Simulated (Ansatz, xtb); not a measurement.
Two isomers of C4H7NOSi

Structure X is `Oc1cc[nH]c1[SiH3]`, a singlet and structure Y is `Oc1c[nH]c([SiH3])c1`, a singlet. Both are isolated molecules in the gas phase, relaxed with B3LYP/def2-SVP; the shapes shown needn't be the lowest conformers.

X (Å):

```xyz
14

C    -0.1969   -0.7440   -0.8890
C    -1.4885   -1.3053   -0.6976
C    -2.2237   -0.3617    0.0077
C    -0.1580    0.5223   -0.3049
N    -1.4267    0.7162    0.2350
O     0.8747   -1.2889   -1.5252
Si    1.2345    1.7488   -0.2182
H     0.6405   -2.1647   -1.8549
H    -1.8417   -2.2795   -1.0327
H    -3.2539   -0.3938    0.3567
H    -1.7107    1.5514    0.7299
H     1.6858    2.2032   -1.5666
H     0.7225    2.9389    0.5324
H     2.4264    1.2147    0.5044
```

Y (Å):

```xyz
14

C    -1.4501   -1.1599   -0.3371
C    -2.0711   -0.0681   -0.9281
C     0.0494    0.5540   -0.4149
C    -0.1218   -0.7749   -0.0140
N    -1.1505    0.9492   -0.9638
O    -2.0590   -2.3590   -0.1314
Si    1.5305    1.6791   -0.2973
H    -1.4318   -2.9585    0.2903
H    -3.0817    0.0401   -1.3125
H    -1.3317    1.8691   -1.3439
H     1.9683    1.8891    1.1147
H     2.7015    1.1536   -1.0603
H     1.1369    3.0003   -0.8776
H     0.6343   -1.3996    0.4619
```

Quicker runs give these differences E(Y) − E(X): GFN2-xTB +1.26 kcal/mol; HF/STO-3G +1.23 kcal/mol (at GFN2-xTB geometries); r2SCAN-D4/def2-SVP +2.26 kcal/mol (at GFN2-xTB geometries).

Q: Estimate E(Y) − E(X) at the level CCSD(T)/def2-SVP + ΔMP2/def2-TZVPP.

A: Too close to call at this level: CCSD(T)/def2-SVP + ΔMP2/def2-TZVPP gives E(Y) − E(X) = +1.73 kcal/mol.

The same difference at several levels:

```json
{"level": "GFN2-xTB", "geometry": "GFN2-xTB", "E(Y) − E(X) (kcal/mol)": "+1.26", "departure from the last row (kcal/mol)": "−0.46", "job, with rough time for the two": "optimisation, 0.15 s"}
{"level": "HF/STO-3G", "geometry": "GFN2-xTB", "E(Y) − E(X) (kcal/mol)": "+1.23", "departure from the last row (kcal/mol)": "−0.50", "job, with rough time for the two": "single point, 0.62 s"}
{"level": "r2SCAN-D4/def2-SVP", "geometry": "GFN2-xTB", "E(Y) − E(X) (kcal/mol)": "+2.26", "departure from the last row (kcal/mol)": "+0.53", "job, with rough time for the two": "single point, 4.2 s"}
{"level": "B3LYP/def2-SVP", "geometry": "B3LYP/def2-SVP", "E(Y) − E(X) (kcal/mol)": "+2.11", "departure from the last row (kcal/mol)": "+0.38", "job, with rough time for the two": "optimisation, 46 s"}
{"level": "HF/def2-SVP", "geometry": "B3LYP/def2-SVP", "E(Y) − E(X) (kcal/mol)": "+2.95", "departure from the last row (kcal/mol)": "+1.22", "job, with rough time for the two": "part of the CCSD(T) run"}
{"level": "MP2/def2-SVP", "geometry": "B3LYP/def2-SVP", "E(Y) − E(X) (kcal/mol)": "+2.22", "departure from the last row (kcal/mol)": "+0.49", "job, with rough time for the two": "part of the CCSD(T) run"}
{"level": "CCSD(T)/def2-SVP", "geometry": "B3LYP/def2-SVP", "E(Y) − E(X) (kcal/mol)": "+2.44", "departure from the last row (kcal/mol)": "+0.71", "job, with rough time for the two": "single point"}
{"level": "CCSD(T)/def2-SVP + ΔMP2/def2-TZVPP", "geometry": "B3LYP/def2-SVP", "E(Y) − E(X) (kcal/mol)": "+1.73", "departure from the last row (kcal/mol)": "", "job, with rough time for the two": "single point, 89 s"}
```

As drawn, both hold the same kinds of bond in the same numbers.

The largest departure from CCSD(T)/def2-SVP + ΔMP2/def2-TZVPP is that of HF/def2-SVP, 1.22 kcal/mol. The last row adds to CCSD(T) the change of the MP2 difference between the two basis sets, here −0.71 kcal/mol.

With thermal terms from frequencies at re-optimised GFN2-xTB minima (ideal gas, soft modes damped towards free rotors, one conformer each, 298.15 K, 1 atm): on the last row, ΔE + ΔZPE = +1.67, ΔH = +1.72, ΔG = +1.52 kcal/mol.

The correlated steps freeze 11 core orbitals. Programs: Ansatz 0.2.0, xtb 6.7.1; the last row on 2 threads of Intel(R) Xeon(R) Platinum 8488C (Sapphire Rapids) on a shared host.
